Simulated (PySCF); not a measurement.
# Silver: a sound run and one with changed settings

Sound run: Ag [Kr] 4d10 5s1, Ag⁺ [Kr] 4d10. All numbers are calculated (PySCF 2.14, scalar relativity through the core potential, in def2-SVP with the def2 core potential (28 electrons) (5s3p2d1f, 31 functions)). The sound run starts from symmetry-adapted Hartree-Fock orbitals and uses a fine grid where one is needed.

Changed run: basis STO-3G, all-electron and non-relativistic. This setting is unsound on purpose.

```tsv
species	method	sound run (hartree)	changed run (hartree)	converged
Ag	UHF	-146.08410	-5146.35124	yes
Ag	B3LYP	-146.99172	-5148.19894	yes
Ag	PBE0	-146.93029	-5147.94398	yes
Ag⁺	UHF	-145.85043	-5146.23635	yes
Ag⁺	B3LYP	-146.70108	-5148.04293	yes
Ag⁺	PBE0	-146.64876	-5147.80016	yes
```

Ionisation energy of Ag:

```
method  sound run (eV)  changed run (eV)
   UHF           6.358             3.126
 B3LYP           7.909             4.245
  PBE0           7.661             3.914
```

A minimal basis cannot let orbitals breathe on ionisation and holds almost no correlation. The Hamiltonian changed with the basis, so the totals do not compare.

For comparison, NIST gives 7.576 eV between the lowest levels.
